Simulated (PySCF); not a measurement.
SMILES C(/C=C\C#N)#N (C4H2N2) at its PBE0/def2-SVP optimised geometry (Å):

```
8

N      2.1747     1.5286     0.0002
C      1.4818     0.5989    -0.0001
C      0.6735    -0.5738     0.0000
C     -0.6738    -0.5738     0.0000
C     -1.4822     0.5989     0.0000
N     -2.1747     1.5289     0.0005
H      1.2066    -1.5289     0.0004
H     -1.2069    -1.5289     0.0003
```

Level of theory: PBE0/def2-TZVP run with PySCF.

Map of the log10 of the electron density (e/bohr³), floored at −4 on the plane z = 1.5 Å:

```
|00000000000000000000000000000|
|00000000000000000000000000000|
|00000000000000000000000000000|
|00000000000000000000000000000|
|00000011100000000000111000000|
|00001233321000000012333210000|
|00012455543210001234555421000|
|00024567765421012456776542000|
|00135678876532123567887653100|
|00135789987653235678998753100|
|00135789998754345789998753100|
|00135688998865456889988653100|
|00024578999876667899987542000|
|00013467888887778888876431000|
|00002356788888888888765320000|
|00000235678999999987653200000|
|00000023568999999986532000000|
|00000002467899999876420000000|
|00000002457788888775420000000|
|00000001356666666665310000000|
|00000000234555455543200000000|
|00000000023332223332000000000|
|00000000001110001110000000000|
|00000000000000000000000000000|
|00000000000000000000000000000|
|00000000000000000000000000000|
|00000000000000000000000000000|
|00000000000000000000000000000|
|00000000000000000000000000000|
```
Scale: ten equal steps from -4.00 (start of '0') to -2.19 (end of '9'), in the order '0123456789'; x runs from -4.50 to 4.50, y from -4.50 (bottom) to 4.50 (top).
